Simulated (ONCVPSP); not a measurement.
barium (Ba), ONCV: configuration errors across variants

* Element: Ba
* Generator: ONCVPSP 4.0.1
* Type: optimised norm-conserving Vanderbilt (ONCV)
* Functional: BLYP
* Relativity: scalar-relativistic
* Frozen core: [Kr] 4d10
* Valence charge: 10
* Reference configuration: 5s2 5p6 6s1.75 6p0.25
* Partial waves: 5s+6s: rc 2.80 bohr, ncon 3, nbas 8, qcut 5.1 1/bohr, 2 projectors; 5p+6p: rc 3.75 bohr, ncon 4, nbas 8, qcut 4 1/bohr, 3 projectors, debl 3.8 Ha; d scattering state at 0.34 Ha: rc 2.80 bohr, ncon 4, nbas 8, qcut 4.1 1/bohr, local; f scattering state at 0.08 Ha: rc 2.90 bohr, ncon 4, nbas 8, qcut 3.8 1/bohr, 1 projector
* Local potential: the d channel
* Core correction: Teter function, fcfact 3.25, rcfact 1.75

In the d channel the program set the typed energies aside and used 0.050 Ha.

All-electron excitation energies from the reference (eV): (1) 5s2 5p6 6s2 6p0 -0.505; (2) 5s2 5p6 6s1 6p0 4.769; (3) 5s2 5p6 6s0 6p0 14.833; (4) 5s2 5p6 5d1 6s0 6p0 5.583.

2 further variants failed, have other tests or too few solved ones, and are left out.

Errors AE − PS in meV (a dash: test not solved or not reliable):

| change | (1) | (2) | (3) | (4) | bound ghosts | GHOST(+) flags above zero |
| --- | --- | --- | --- | --- | --- | --- |
| base | -0.1 | -1.6 | -15 | -14 | none | f |
| d: nbas 7 | -0.1 | -1.6 | -15 | -14 | none | f |
| p: ncon 3, nbas 7 | -0.1 | -1.7 | -16 | -14 | none | f |
| core correction Teter function, fcfact 4.9, rcfact 1.75 | -0.1 | -2.0 | -20 | -17 | none | f |

Problem. Give the same row for: core correction none.

Solution. 0.0, -0.6, -1.8, -0.9; bound ghosts: none; GHOST(+) flags above zero: f.
